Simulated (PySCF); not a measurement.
## Exercise with solution: dipole moment from atomic charges

In(F)(Br)(OH) (BrFHInO), SMILES [OH][In]([F])[Br]. Atoms are numbered in the order given.

```xyz
5

In     0.0034    -0.6553     0.0000
F      1.7394    -1.5696     0.0000
Br    -0.0394     1.8084     0.0000
O     -1.6321    -1.7911     0.0000
H     -1.3884    -2.7299     0.0000
```
Charge 0, spin multiplicity 1.

The structure is a stationary point at B3LYP-D3(BJ)/def2-SVP. The structure was generated by enumeration; whether it is a known compound was not checked. The def2 effective core potentials stand for the cores of In; spin–orbit coupling is left out. Other conformers were not sampled.

Charges (e) from r2SCAN/def2-TZVP (PySCF):

```tsv
atom	ESP fit	Mulliken
In1	0.958	1.050
F2	-0.440	-0.464
Br3	-0.219	-0.297
O4	-0.709	-0.613
H5	0.410	0.324
```

The dipole moment of the full density is 1.10 D.

Problem. What dipole moment does each set of point charges give, and which comes closer to that of the density?

Solution. 
μ = Σ q r, and 1 e Å = 4.8032 D.
ESP fit: Σ q r = (-0.166, -0.183, 0.000) e Å, |μ| = 1.18 D.
Mulliken: Σ q r = (-0.241, -0.283, 0.000) e Å, |μ| = 1.79 D.
ESP fit comes closer in size. Point charges leave out the atoms' own dipoles (lone pairs, polarised bonds); fits to the potential absorb them, partitions of the density don't.
